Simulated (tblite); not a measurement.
Compound: C3H12ClGe2N.
Atom-mapped SMILES: `[CH3:1][CH:2]([CH3:3])[NH:4][GeH2:5][GeH2:6][Cl:7]` (hydrogens: H8, H9, H10 on C1; H11 on C2; H12, H13, H14 on C3; H15 on N4; H16, H17 on Ge5; H18, H19 on Ge6)

Computed with GFN2-xTB (tblite), gas phase: L-BFGS steps from a force-field or distance-geometry start until the largest atomic force falls under 0.01 eV/Å.

Geometry at step 5:
```
atom  x, y, z in Å
C1     -2.5446   -0.0830   -0.7477
C2     -1.2025   -0.4022   -0.1157
C3     -1.0144    0.3491    1.1922
N4     -0.1047   -0.1604   -1.0334
Ge5     1.4928   -0.9583   -0.6588
Ge6     2.9183    0.5746    0.4523
Cl7     3.1165    2.3330   -0.6764
H8     -2.6201    0.9759   -0.9796
H9     -3.3485   -0.3478   -0.0627
H10    -2.6779   -0.6461   -1.6666
H11    -1.1678   -1.4713    0.0809
H12    -0.0827    0.0520    1.6705
H13    -0.9706    1.4195    1.0067
H14    -1.8326    0.1457    1.8751
H15     0.0055    0.8431   -1.1455
H16     1.2063   -2.1512    0.2110
H17     2.1330   -1.4531   -1.9257
H18     4.3011    0.0067    0.6906
H19     2.3831    0.9831    1.8254
```

Problem. What forces act on the atoms?

Solution. 
| atom | Fx (eV/Å) | Fy (eV/Å) | Fz (eV/Å) |
| --- | --- | --- | --- |
| C1 | -0.219 | 0.114 | -0.099 |
| C2 | 0.073 | -0.164 | 0.097 |
| C3 | -0.097 | 0.124 | 0.156 |
| N4 | 0.023 | 0.076 | -0.194 |
| Ge5 | 0.047 | 0.000 | 0.046 |
| Ge6 | 0.038 | -0.090 | 0.111 |
| Cl7 | 0.070 | 0.111 | 0.036 |
| H8 | 0.007 | 0.062 | -0.008 |
| H9 | 0.035 | 0.027 | -0.027 |
| H10 | 0.054 | -0.009 | -0.035 |
| H11 | -0.098 | -0.337 | 0.163 |
| H12 | 0.076 | -0.083 | 0.041 |
| H13 | -0.039 | 0.094 | -0.022 |
| H14 | -0.069 | 0.003 | 0.065 |
| H15 | -0.042 | -0.003 | -0.198 |
| H16 | -0.068 | -0.111 | -0.077 |
| H17 | -0.109 | -0.064 | -0.163 |
| H18 | 0.158 | 0.160 | 0.114 |
| H19 | 0.160 | 0.090 | -0.006 |

The largest, 0.39 eV/Å, acts on H11; the rms over all components is 0.107 eV/Å. The forces sum to zero within rounding, as they must for an isolated molecule in no field.

Problem. Give the force on H11 in Eh/bohr and in nN.

Solution. 0.387 eV/Å ÷ 51.422 = 0.00753 Eh/bohr, and 0.387 eV/Å × 1.602 = 0.62 nN.

Problem. How far is this geometry from the end of the optimisation?

Solution. 0.165 eV above it, and 0.558 Å rms away after alignment. The bonds farthest from their final lengths, with half the difference of the two atoms' forces along the bond (positive lengthens):

```json
{"bond": "Ge5–Ge6", "now (Å)": "2.370", "final (Å)": "2.435", "force along bond (eV/Å)": "-0.02"}
{"bond": "Ge6–Cl7", "now (Å)": "2.099", "final (Å)": "2.113", "force along bond (eV/Å)": "+0.11"}
{"bond": "N4–Ge5", "now (Å)": "1.825", "final (Å)": "1.812", "force along bond (eV/Å)": "+0.05"}
{"bond": "Ge6–H18", "now (Å)": "1.514", "final (Å)": "1.525", "force along bond (eV/Å)": "+0.01"}
{"bond": "C2–H11", "now (Å)": "1.088", "final (Å)": "1.098", "force along bond (eV/Å)": "+0.09"}
{"bond": "C1–C2", "now (Å)": "1.517", "final (Å)": "1.527", "force along bond (eV/Å)": "+0.20"}
```

The angle farthest from its final value is N4–Ge5–Ge6, 109.9° against 118.3°.

Of the 6 listed bonds off by 0.010 Å or more, this force points towards the final length in 4.

The cost below is that of the whole relaxation. Time: 4.4 s. Hardware: an Intel Xeon at 2.50 GHz with one thread, on a shared host.
